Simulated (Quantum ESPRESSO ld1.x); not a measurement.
Cu2+, configuration [Ar] 3d9. Method: Dirac Kohn-Sham, PBEsol, spin-unpolarised, spherical densities, point nucleus; open shells fill j = l - 1/2 first; computed with ld1.x of Quantum ESPRESSO 7.5. Some entries of the table are withheld. Estimate them.

orbital,occ.,eigenvalue (eV),<r^2> (bohr^2)
1s1/2,2,-8866.30,0.003660
2s1/2,2,-1086.72,0.06531
2p1/2,2,-955.440,0.05128
2p3/2,4,-934.974,0.05283
3s1/2,2,-139.895,0.5837
3p1/2,2,(1),0.6444
3p3/2,4,(2),0.6628
3d3/2,4,-29.7722,(3)
3d5/2,5,-29.4718,(4)

Answer. 
(1) 3p1/2 eigenvalue (eV): -99.1502
(2) 3p3/2 eigenvalue (eV): -96.5468
(3) 3d3/2 <r^2> (bohr^2): 1.104
(4) 3d5/2 <r^2> (bohr^2): 1.119
